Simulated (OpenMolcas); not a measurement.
Tc4+ among 4 point charges of -2.5 e arranged as a tetrahedron (Td).

- Program: OpenMolcas
- Method: CASSCF
- Basis: ANO-RCC-VDZP [6s5p3d1f]
- Scalar Hamiltonian: DKH2, point nucleus
- Active space: 3 electrons in 5 orbitals (4d)
- State averaging: 2S+1 = 4 even, 10 roots; 2S+1 = 2 even, 40 roots
- Spin-orbit coupling: RASSI with atomic mean-field integrals over the reference wave functions

All point charges move together. At R = 2.03 Å |10Dq| is 3841 cm-1, and at R = 2.18 Å it is 2848 cm-1.

A third run gives 5181 cm-1. What distance was it run at?

With a power law R^-n the two known points give n = -ln(2848 / 3841) / ln(2.18 / 2.03) = 4.20. Then R = 2.03 × (3841 / 5181)^(1/4.20) = 1.890 Å. The run was at 1.88 Å, so the estimate is off by +0.010 Å.

An orbital triplet at a regular site is open to Jahn-Teller coupling, which can distort the site and quench the lowest spin-orbit gaps and is left out. Without dynamic correlation the repulsion within the d shell is too large (B by tens of per cent), so at a given field states of lower spin stand too high. Point charges give a weaker field than real ligands, and real ions of this kind are as a rule low spin; the high spin found here belongs to the model. This is an electrostatic model: the charges have no orbitals. No measured value stands beside these numbers.
